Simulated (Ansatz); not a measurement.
System: sum formula AlH$_{2}$Cl (charge 0, singlet). 
Coordinates optimised at B3LYP-D3(BJ)/def2-TZVP (Ansatz, an electronic-structure program):
SMILES: [AlH2][Cl]
```xyz
4

Al    -1.0716     0.0611     0.0164
Cl     1.0308    -0.0588    -0.0157
H     -1.7170     1.4915     0.0236
H     -1.8753    -1.2866     0.0312
```

Parts of the frozen-core correlation energy in def2-SVP (Ansatz, hartree). Frozen orbitals: 10; correlated occupied orbitals by spin: 6 and 6; virtual: 30 and 30. Spin-orbit coupling is left out. No relativistic terms.

```json
[
 {"term": "reference (HF)", "value": "-702.41921"},
 {"term": "MP2 opposite-spin", "value": "-0.15615"},
 {"term": "MP2 same-spin", "value": "(withheld)"},
 {"term": "CCSD correlation", "value": "(withheld)"},
 {"term": "(T)", "value": "(withheld)"},
 {"term": "T1 diagnostic", "value": "0.010"},
 {"term": "largest doubles amplitude", "value": "0.031"}
]
```

Some entries are withheld; supply them.


- MP2 same-spin, value: -0.04245
- CCSD correlation, value: -0.22642
- (T), value: -0.00391
